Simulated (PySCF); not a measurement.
C3H7NSi, SMILES C1N=C(C)[SiH2]1. Geometry: PBE0-D3(BJ)/def2-SVP. This is a generated structure with no PubChem entry under its InChIKey; it may be hypothetical.

### Question
Give the equilibrium geometry at PBE0-D3(BJ)/def2-SVP (PySCF confirms it by a frequency run) as a Z-matrix, and its point group. (An estimate is asked for; the answer gives what the named calculation found.)

### Answer
point group Cs.
```
C
N 1 1.2893
C 2 1.4813 1 105.13
H 3 1.1020 2 111.35 1 120.09
H 3 1.1020 4 107.39 2 -122.15
C 1 1.4850 2 123.60 3 180.00
H 6 1.0999 1 110.04 2 0.00
H 6 1.1019 7 109.28 1 121.73
H 6 1.1019 7 109.28 8 116.54
Si 1 1.8935 2 95.33 3 0.00
H 10 1.4977 1 118.45 2 113.25
H 10 1.4977 11 107.78 1 -137.96
```
Charge 0, spin multiplicity 1.
